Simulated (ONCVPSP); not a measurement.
revPBE ONCV dataset for Ag, scalar-relativistic all-electron reference.

ONCVPSP 4.0.1 was run on this input:

```
# ATOM AND REFERENCE CONFIGURATION
# atsym  z   nc   nv     iexc    psfile
  Ag 47.00    6    3  -102130      upf
#
#   n    l    f
    1    0    2.00
    2    0    2.00
    2    1    6.00
    3    0    2.00
    3    1    6.00
    3    2   10.00
    4    0    2.00
    4    1    6.00
    4    2    9.50
#
# PSEUDOPOTENTIAL AND OPTIMIZATION
# lmax
    2
#
#   l,   rc,      ep,       ncon, nbas, qcut
    0    1.50    0.00    4    7   10.00
    1    1.70    0.00    5    8    9.10
    2    1.40    0.00    4    8   10.20
#
# LOCAL POTENTIAL
# lloc, lpopt,  rc(5),   dvloc0
    4    2    1.15    1.00
#
# VANDERBILT-KLEINMAN-BYLANDER PROJECTORs
# l, nproj, debl
    0    1    0.70
    1    1    2.40
    2    3    2.00
#
# MODEL CORE CHARGE
# icmod, fcfact, rcfact
    3    4.75    1.40
#
# LOG DERIVATIVE ANALYSIS
# epsh1, epsh2, depsh
   -6.00    5.00    0.04
#
# OUTPUT GRID
# rlmax, drl
    6.00    0.01
#
# TEST CONFIGURATIONS
# ncnf
    4
# nvcnf
#   n    l    f
    4
    4    0    2.00
    4    1    6.00
    4    2   10.00
    5    0    1.00
#
    3
    4    0    2.00
    4    1    6.00
    4    2   10.00
#
    3
    4    0    2.00
    4    1    6.00
    4    2    9.00
#
    4
    4    0    1.00
    4    1    6.00
    4    2   10.00
    5    0    1.00
#
```

Command:

```bash
oncvpsp.x < Ag.dat > Ag.out
```

The program printed (shortened: citation, most of the input echo, consistency checks and plot data are left out):

```
ONCVPSP  (Optimized Norm-Conservinng Vanderbilt PSeudopotential)
scalar-relativistic version 4.0.1

#   n    l    f        energy (Ha)
    1    0    2.00    -9.3147068E+02
    2    0    2.00    -1.3761680E+02
    2    1    6.00    -1.2348124E+02
    3    0    2.00    -2.5682610E+01
    3    1    6.00    -2.1040413E+01
    3    2   10.00    -1.3725511E+01
    4    0    2.00    -4.0460162E+00
    4    1    6.00    -2.7037982E+00
    4    2    9.50    -8.0668589E-01

Reference configufation results
  iterations    19
  all-electron total energy (Ha)   -5.31563570D+03

Begin loop to  construct optimized pseudo wave functions
and semi-local pseudopoentials for all angular momenta

Calculating optimized projector #   1

 for l=   0

    Fraction of norm inside rc  0.955982
    Optimizing pswf for qcut=   9.99 a_B^-1,  ecut=  49.94 Ha
    Residual kinetic energy error=  1.61D-07 Ha

    Energy error per electron        Cutoff
         Ha          eV             Ha
         0.01000     0.27211       23.97
         0.00100     0.02721       30.98
         0.00010     0.00272       36.74
         0.00001     0.00027       41.48

Calculating optimized projector #   1

 for l=   1

    Fraction of norm inside rc  0.956118
    Optimizing pswf for qcut=   9.09 a_B^-1,  ecut=  41.30 Ha
    Residual kinetic energy error=  1.03D-06 Ha

    Energy error per electron        Cutoff
         Ha          eV             Ha
         0.01000     0.27211       14.47
         0.00100     0.02721       17.98
         0.00010     0.00272       29.37
         0.00001     0.00027       36.08

   Wellstate for l =  2  n =  6
     eigenvalue =   1.1933
     asymptotic potential =   1.6933
     half-point radius =  3.9949

   Wellstate for l =  2  n =  6
     eigenvalue =   3.1933
     asymptotic potential =   3.6933
     half-point radius =  2.6218

Calculating optimized projector #   1

 for l=   2

    Fraction of norm inside rc  0.616719
    Optimizing pswf for qcut=  10.20 a_B^-1,  ecut=  52.03 Ha
    Residual kinetic energy error=  6.67D-07 Ha

    Energy error per electron        Cutoff
         Ha          eV             Ha
         0.01000     0.27211       26.51
         0.00100     0.02721       34.45
         0.00010     0.00272       41.11
         0.00001     0.00027       46.14

Calculating optimized projector #   2

 for l=   2

    Fraction of norm inside rc  0.059221
    Optimizing pswf for qcut=  10.20 a_B^-1,  ecut=  52.03 Ha
    Residual kinetic energy error=  4.43D-07 Ha

    Energy error per electron        Cutoff
         Ha          eV             Ha
         0.01000     0.27211       22.57
         0.00100     0.02721       31.41
         0.00010     0.00272       38.99
         0.00001     0.00027       45.08

Calculating optimized projector #   3

 for l=   2

    Fraction of norm inside rc  0.066330
    Optimizing pswf for qcut=  10.20 a_B^-1,  ecut=  52.03 Ha
    Residual kinetic energy error=  3.29D-06 Ha

    Energy error per electron        Cutoff
         Ha          eV             Ha
         0.01000     0.27211       26.53
         0.00100     0.02721       35.23
         0.00010     0.00272       42.78
         0.00001     0.00027       49.18

Construct Vanderbilt / Kleinmman-Bylander projectors

B matrix Hermiticity error, ll=   2
   1   2   -2.0016E-04
   1   3   -4.4037E-04
   2   3   -1.0102E-04

  Orthonormal projector coefficients -4.2668E+00 -1.6102E+00  3.4710E-01

Model core correction analysis
  based on d2Exc/dn_idn_j

d2excae - all-electron derivatives

   -3.470556D-02   -3.090315D-02   -1.983907D-02
   -3.090334D-02   -2.879209D-02   -2.046060D-02
   -1.983932D-02   -2.046070D-02   -2.015487D-02

d2excps - pseudofunction derivatives with no core correction

   -3.998856D-02   -3.423022D-02   -2.106596D-02
   -3.423090D-02   -3.123617D-02   -2.165224D-02
   -2.106633D-02   -2.165235D-02   -2.096605D-02

rms 2nd derivative error    2.635962E-03

rmatch, rhocmatch    0.6042   27.6730

Teter function model core charge with specified parameters

d2excps - pseudofunction derivatives with core correction

   -3.022300D-02   -2.782663D-02   -1.888583D-02
   -2.782669D-02   -2.666638D-02   -2.000495D-02
   -1.888594D-02   -2.000499D-02   -2.035534D-02

rms 2nd derivative error    2.256247E-03

Pseudoatom total energy -147.067915

Diagnostic tests using Vanderbilt-Kleinman-Bylander pseudopotentials
  1 or more projectors used as specified by nproj input data

   l    rcore       rmatch      e in        delta e   norm test  slope test

   0   1.5089259   1.5547402  -4.0460162   0.0000026   1.0000055   0.9999900

   1   1.7006993   1.7523362  -2.7037982  -0.0000001   0.9999999   0.9999959

   2   1.4044043   1.4470450  -0.8066859  -0.0000024   1.0001301   1.0001454
   2   1.4044043   1.4470450   1.1933141  -0.0000366   1.0003616   1.0003616
   2   1.4044043   1.4470450   3.1933141   0.0000234   1.0004284   1.0004284

 Testing for bound ghosts
   n   l    E NL Schr. Eq   E Basis Diag.   E Cutoff

   1   0       -4.046014       -4.046005     56.60

   2   1       -2.703798       -2.703794     77.65

   3   2       -0.806688       -0.803336    224.62

 Testing for highly-localized positive-energy ghosts
       l    <radius>/rc     E Basis Diag.   E Cutoff

Test configuration 0

   n   l     f        eae           eps        diff
   1   0  2.0000 -931.47068264
   2   0  2.0000 -137.61680483
   2   1  6.0000 -123.48123902
   3   0  2.0000  -25.68260972
   3   1  6.0000  -21.04041339
   3   2 10.0000  -13.72551057
   4   0  2.0000   -4.04601624   -4.04601367    2.57D-06
   4   1  6.0000   -2.70379817   -2.70379829   -1.16D-07
   4   2  9.5000   -0.80668589   -0.80668827   -2.38D-06

    Total energies and differences
      AE_ref= -5.31563570D+03  AE_tst= -5.31563570D+03  dif=  0.00D+00
      PS_ref= -1.47067915D+02  PS_tst= -1.47067915D+02  dif= -1.14D-13
      PSP excitation error=  1.14D-13

Test configuration 1

   n   l     f        eae           eps        diff
   1   0  2.0000 -930.91334639
   2   0  2.0000 -137.06173157
   2   1  6.0000 -122.92608288
   3   0  2.0000  -25.12684707
   3   1  6.0000  -20.48465911
   3   2 10.0000  -13.16992389
   4   0  2.0000   -3.49074462   -3.49599685   -5.25D-03
   4   1  6.0000   -2.15004982   -2.15530885   -5.26D-03
   4   2 10.0000   -0.27121095   -0.27603074   -4.82D-03
   5   0  1.0000   -0.15755297   -0.15173025    5.82D-03

    Total energies and differences
      AE_ref= -5.31563570D+03  AE_tst= -5.31625939D+03  dif= -6.24D-01
      PS_ref= -1.47067915D+02  PS_tst= -1.47683162D+02  dif= -6.15D-01
      PSP excitation error= -8.44D-03

Test configuration 2

   n   l     f        eae           eps        diff
   1   0  2.0000 -931.21323755
   2   0  2.0000 -137.35751052
   2   1  6.0000 -123.22208052
   3   0  2.0000  -25.42400750
   3   1  6.0000  -20.78180848
   3   2 10.0000  -13.46671775
   4   0  2.0000   -3.79184875   -3.79204878   -2.00D-04
   4   1  6.0000   -2.45239951   -2.45249556   -9.61D-05
   4   2 10.0000   -0.57125158   -0.57125185   -2.64D-07

    Total energies and differences
      AE_ref= -5.31563570D+03  AE_tst= -5.31597943D+03  dif= -3.44D-01
      PS_ref= -1.47067915D+02  PS_tst= -1.47411666D+02  dif= -3.44D-01
      PSP excitation error=  2.46D-05

Test configuration 3

   n   l     f        eae           eps        diff
   1   0  2.0000 -931.74979652
   2   0  2.0000 -137.89823063
   2   1  6.0000 -123.76252031
   3   0  2.0000  -25.96251408
   3   1  6.0000  -21.32032113
   3   2 10.0000  -14.00572458
   4   0  2.0000   -4.31875228   -4.31851549    2.37D-04
   4   1  6.0000   -2.97301659   -2.97289897    1.18D-04
   4   2  9.0000   -1.05859498   -1.05855774    3.72D-05

    Total energies and differences
      AE_ref= -5.31563570D+03  AE_tst= -5.31517007D+03  dif=  4.66D-01
      PS_ref= -1.47067915D+02  PS_tst= -1.46602244D+02  dif=  4.66D-01
      PSP excitation error= -3.47D-05

Test configuration 4

   n   l     f        eae           eps        diff
   1   0  2.0000 -931.56320848
   2   0  2.0000 -137.66981665
   2   1  6.0000 -123.53664360
   3   0  2.0000  -25.73059482
   3   1  6.0000  -21.08826532
   3   2 10.0000  -13.77206003
   4   0  1.0000   -4.02549061   -4.04021341   -1.47D-02
   4   1  6.0000   -2.67183816   -2.68311753   -1.13D-02
   4   2 10.0000   -0.74337846   -0.74878917   -5.41D-03
   5   0  1.0000   -0.46732533   -0.45621215    1.11D-02

    Total energies and differences
      AE_ref= -5.31563570D+03  AE_tst= -5.31251138D+03  dif=  3.12D+00
      PS_ref= -1.47067915D+02  PS_tst= -1.43923795D+02  dif=  3.14D+00
      PSP excitation error= -1.98D-02
```

The run took about 4.4 s on one core of a shared server CPU.
